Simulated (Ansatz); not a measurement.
CH5BFIn, SMILES `[BH2][InH][CH2]F`. The species carries charge 0 and has multiplicity 1. In: def2 effective core potential. The structure was optimised at the PBE0-D4/def2-TZVP level. It is one conformer, not always the lowest.

```xyz
9

B     1.376    1.691   -0.235
In    0.658   -0.420   -0.242
C    -1.382   -0.984    0.311
F    -2.161    0.117    0.662
H     1.866    2.186    0.738
H     1.285    2.391   -1.202
H     1.607   -1.809   -0.672
H    -1.372   -1.675    1.161
H    -1.877   -1.497   -0.521
```

Problem. What is the dipole moment at ωB97M-V/def2-TZVPP? (Best estimate.)

Solution. Ansatz gave: 1.26 D, with components (1.10, -0.47, -0.38) D in this frame, pointing from negative to positive charge.

Problem. And with PBE, r2SCAN, B3LYP? (An estimate is asked.)

Solution. The calculation gave: PBE 1.01 D, r2SCAN 1.09 D, B3LYP 1.19 D.

Problem. Give the Mulliken charges with ωB97M-V, PBE, r2SCAN in def2-TZVPP. (Best estimate.)

Solution. Ansatz gave: 
| atom | ωB97M-V | PBE | r2SCAN |
| --- | --- | --- | --- |
| B1 | -0.21 | -0.20 | -0.12 |
| In2 | 0.33 | 0.43 | 0.42 |
| C3 | -0.19 | -0.17 | -0.08 |
| F4 | -0.25 | -0.21 | -0.25 |
| H5 | 0.09 | 0.04 | 0.02 |
| H6 | 0.09 | 0.04 | 0.02 |
| H7 | -0.10 | -0.13 | -0.14 |
| H8 | 0.12 | 0.10 | 0.07 |
| H9 | 0.12 | 0.10 | 0.07 |

B3LYP here is the variant with VWN-RPA as its local correlation; programs differ in this.
